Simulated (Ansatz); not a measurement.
Consider the silylene formation by 1,1-elimination: `N[SiH](F)[SiH2][SiH3]` → `N[Si]F` + `[SiH3][SiH3]`.

Program: Ansatz. Geometries: PBE0-D4/def2-TZVP. ΔE: electronic, gas phase. CCSD(T)/CBS is the MP2 limit (def2-TZVPP, def2-QZVPP) plus CCSD(T) − MP2 in def2-TZVPP, frozen cores. This one scheme is used for every species. Functionals use def2-TZVPP. B3LYP here is the variant with VWN-RPA as its local correlation; programs differ in this. Each species was taken in one conformer, which may not be the lowest.

```
             level  ΔE (kJ/mol)  difference from CCSD(T)/CBS
            PBE-D4        134.1                          3.0
           PBE0-D4        145.7                         14.6
           ωB97X-V        138.4                          7.3
           ωB97M-V        117.8                        -13.3
            B2PLYP        117.3                        -13.8
               PBE        123.1                         -8.0
            r2SCAN        141.4                         10.3
              PBE0        135.7                          4.6
             B3LYP        105.8                        -25.3
    MP2/def2-TZVPP        135.1                          4.0
SCS-MP2/def2-TZVPP        124.9                         -6.2
   CCSD/def2-TZVPP        123.0                         -8.1
CCSD(T)/def2-TZVPP        125.4                         -5.7
    MP2/def2-QZVPP        138.1                          7.0
SCS-MP2/def2-QZVPP        128.4                         -2.7
    CCSD/CBS(def2)        128.7                         -2.4
       CCSD(T)/CBS        131.1                            0
```

Largest T1 diagnostic among the species: 0.014.

The D4 term adds +17.6 kJ/mol with B3LYP and +10.0 kJ/mol with PBE0; it sums over pairs of atoms, weighted by their polarisabilities, and B3LYP, whose exchange is more repulsive, gets the larger term. From PBE to PBE0 (25 % exact exchange), in def2-TZVPP and without D4, ΔE moves by +12.6 kJ/mol. In def2-TZVPP, CCSD(T) changes the Hartree–Fock value by +12.3 kJ/mol (the triples alone add +2.4 kJ/mol) and MP2 by +22.0 kJ/mol.
